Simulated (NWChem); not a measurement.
HfNH2SF; SMILES [NH2][Hf]([F])=[S]

```xyz
6

Hf    -0.0160     0.1867     0.1784
S     -0.1827    -2.0023    -0.2066
F     -1.4555     1.2565    -0.5237
N      1.7999     0.7745    -0.4684
H      2.0346     1.7193    -0.7718
H      2.5413     0.1475    -0.7753
```
Atoms are numbered in this order, from 1.

Computed with NWChem. All runs use the structure optimised with PBE0/def2-SVP. def2 effective core potentials on Hf; no spin-orbit coupling. Vertical excitations in the gas phase; the lowest state need not have the same character in each row.

For level B3LYP/def2-SVP, full TDDFT:

```
Item                             Result
-------------------------------  ------
lowest excitation, singlet (eV)    2.11
orbital gap (eV)                   3.19
```

What are these values for level PBE/def2-SVP, full TDDFT?

The lowest excitation, singlet (eV) comes out as 1.97 and the orbital gap (eV) comes out as 1.95.
